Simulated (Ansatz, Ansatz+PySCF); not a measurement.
```xyz
4

N    -0.0005   -0.0215    0.0765
H     0.9472    0.0340   -0.2489
H    -0.5057    0.8251   -0.2544
H    -0.4459   -0.8553   -0.2864
```

Basis set: def2-TZVP (spherical functions). Left uncorrelated: 1 orbital. Charge 0, multiplicity 1.

Computed with Ansatz (development build ahead of 0.2.0); each method stands on the lowest determinant of its kind that the runs found. Restricted open shells among the atoms or ions are ROHF, correlated in semicanonical orbitals with singles.

The atomization energy at this shape (free ground-state atoms in the same class of orbitals less the molecule, no zero-point energy) of singlet NH₃:

```json
{"method": "RHF-MP2", "atomization energy": "1171.2 kJ/mol"}
```

Question: What does RHF give?

Answer: 835.7 kJ/mol.
